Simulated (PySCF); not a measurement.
# Electronic structure of Ge (germanium, neutral) at the UHF level

Configuration: [Ar] 3d10 4s2 4p2, high-spin 3P determinant. Computed with PySCF 2.14 in aug-cc-pwCVTZ-PP with ECP10MDF (8s7p6d4f1g, 96 functions), with scalar relativity through the core potential.

* Total energy: -293.353046 hartree
* One-electron energy: -522.7177 hartree
* Hartree (Coulomb) energy: 253.0711 hartree
* Exchange energy: -23.7064 hartree
* ⟨S²⟩: 2.0108
* ⟨L²⟩: 2.031
* Sum of ⟨r⟩: 22.48 bohr
* Sum of ⟨r²⟩: 40.69 bohr²
* Traceless quadrupole moment −½Σ⟨3z² − r²⟩ along its main axis: 3.92 e·bohr²

```csv
shell,electrons,mean orbital energy (eV),spread (eV),"rms radius, mean of both spins (bohr)"
3s α,1,-200.01,0,0.670
3s β,1,-199.83,0,0.670
3p α,3,-143.27,0.019,0.702
3p β,3,-143.05,0.381,0.702
3d α,5,-43.638,0.206,0.810
3d β,5,-43.507,0.385,0.810
4s α,1,-17.484,0,2.36
4s β,1,-13.404,0,2.36
4p α,2,-7.892,0,3.09
```

Energies and moments cover only the electrons outside the core potential.
